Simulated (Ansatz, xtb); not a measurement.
Two isomers of C5H7NSe

Structure a: `CCc1cn[se]c1`, a singlet. Structure b: `CNc1cc[se]c1`, a singlet. Both are isolated molecules in the gas phase, relaxed with B3LYP-D3(BJ)/def2-SVP; the shapes shown needn't be the lowest conformers.

a (Å):

```csv
atom,x (Å),y (Å),z (Å)
C,-1.6244,-1.8569,0.7741
C,-1.3644,-0.4936,0.1191
C,0.0063,0.0533,0.4254
C,1.2113,-0.4478,-0.1933
C,0.2879,1.0384,1.3357
N,2.3763,0.0433,0.1370
Se,2.1271,1.3404,1.4064
H,-1.5548,-1.7848,1.8708
H,-2.6264,-2.2357,0.5171
H,-0.8854,-2.6045,0.4445
H,-2.1274,0.2292,0.4492
H,-1.4788,-0.5852,-0.9749
H,1.1882,-1.2391,-0.9545
H,-0.4302,1.5893,1.9437
```

b (Å):

```yaml
atoms:
  - { symbol: C, position_ang: [-0.0438, 0.7100, 1.3242] }
  - { symbol: C, position_ang: [-1.0075, -0.1029, -0.8013] }
  - { symbol: C, position_ang: [-0.1893, -1.2949, -0.8377] }
  - { symbol: C, position_ang: [-0.5174, -2.1949, -1.8113] }
  - { symbol: C, position_ang: [-1.9998, -0.0881, -1.7591] }
  - { symbol: N, position_ang: [-0.7773, 0.9316, 0.0987] }
  - { symbol: Se, position_ang: [-1.9644, -1.6187, -2.8393] }
  - { symbol: H, position_ang: [-0.4590, -0.1019, 1.9567] }
  - { symbol: H, position_ang: [1.0106, 0.4633, 1.1159] }
  - { symbol: H, position_ang: [-0.0450, 1.6374, 1.9150] }
  - { symbol: H, position_ang: [-1.5492, 1.5818, 0.1811] }
  - { symbol: H, position_ang: [0.6339, -1.4671, -0.1437] }
  - { symbol: H, position_ang: [-0.0318, -3.1491, -2.0096] }
  - { symbol: H, position_ang: [-2.7327, 0.6992, -1.9278] }
```

Question: Estimate E(b) − E(a) at the level CCSD(T)/def2-SVP + ΔMP2/def2-TZVPP.

Answer: Calculated at CCSD(T)/def2-SVP + ΔMP2/def2-TZVPP: E(b) − E(a) = +8.1 kcal/mol, so structure a lies lower.

The same difference at several levels:

```
                             level               geometry  E(b) − E(a) (kcal/mol)  departure from the last row (kcal/mol)  job, with rough time for the two
                          GFN2-xTB               GFN2-xTB                     +11.1                                    +2.9              optimisation, 0.26 s
                         HF/STO-3G               GFN2-xTB                     +12.5                                    +4.4              single point, 0.58 s
                r2SCAN-D4/def2-SVP               GFN2-xTB                      +3.4                                    −4.7                 single point, 5 s
             B3LYP-D3(BJ)/def2-SVP  B3LYP-D3(BJ)/def2-SVP                      +4.1                                    −4.0                optimisation, 62 s
                       HF/def2-SVP  B3LYP-D3(BJ)/def2-SVP                      +2.2                                    −6.0           part of the CCSD(T) run
                      MP2/def2-SVP  B3LYP-D3(BJ)/def2-SVP                      +7.4                                    −0.7           part of the CCSD(T) run
                  CCSD(T)/def2-SVP  B3LYP-D3(BJ)/def2-SVP                      +7.7                                    −0.5                      single point
CCSD(T)/def2-SVP + ΔMP2/def2-TZVPP  B3LYP-D3(BJ)/def2-SVP                      +8.1                                                     single point, 2.2 min
```

As drawn, b has 2 C–N, 1 C∷C, 1 C∷Se, 1 N–H in place of 2 C–C, 1 C∷N, 1 N∷Se, 1 C–H (∷ is an aromatic bond).

The levels shown agree on the order. The largest departure from CCSD(T)/def2-SVP + ΔMP2/def2-TZVPP is that of HF/def2-SVP, 6.0 kcal/mol. The last row adds to CCSD(T) the change of the MP2 difference between the two basis sets, here +0.5 kcal/mol.

With thermal terms from frequencies at re-optimised GFN2-xTB minima (ideal gas, soft modes damped towards free rotors, one conformer each, 298.15 K, 1 atm): the zero-point term adds −0.6 kcal/mol; ΔH is +7.6 and ΔG +7.5 kcal/mol.

The correlated steps freeze 15 core orbitals; the filled d shell of Se is correlated, in a basis made for valence electrons. Run with Ansatz 0.2.0, xtb 6.7.1; the last row on 4 threads of Arm Neoverse V1 on a shared host.
